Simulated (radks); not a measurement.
Fractional charge and spin in the 2p shell of silicon: the spin-up occupation runs from 2 to 3 and the spin-down occupation from 2 to 3; the fullest corner is Si2+, [He] 2s2 3s2 2p(up 3, down 3). Calculated with a radial shooting solver on a logarithmic mesh with Libxc functionals: non-relativistic Kohn-Sham, PBE, spin-polarised, spherical densities, point nucleus. Energy (eV) minus the two flat planes that join the four corners (they meet along the diagonal where the two added fractions sum to one electron); zero is where a piecewise linear energy would lie.

| down \ up | 2 | 2.25 | 2.5 | 2.75 | 3 |
|---|---|---|---|---|---|
| 2 | 0.000 | -3.504 | -4.646 | -3.465 | 0.000 |
| 2.25 | -3.504 | -4.413 | -3.014 | 0.656 | -3.182 |
| 2.5 | -4.646 | -3.014 | 0.875 | -2.758 | -4.215 |
| 2.75 | -3.465 | 0.656 | -2.758 | -4.010 | -3.140 |
| 3 | 0.000 | -3.182 | -4.215 | -3.140 | 0.000 |

Corners above the fullest one (they belong to Si3+ and the next ion): (up 3, down 2) 133.57 eV, (up 2, down 3) 133.57 eV, (up 2, down 2) 306.10 eV. With half an added electron in each spin the energy lies 0.875 eV from the planes, and with half an added electron in spin up alone -4.646 eV. The planes are only a guide here: the flat-plane condition holds for ground states with one frontier orbital, while this shell lies below other occupied shells, so the corners above the fullest one are inner-hole states and not the ground states of those ions.
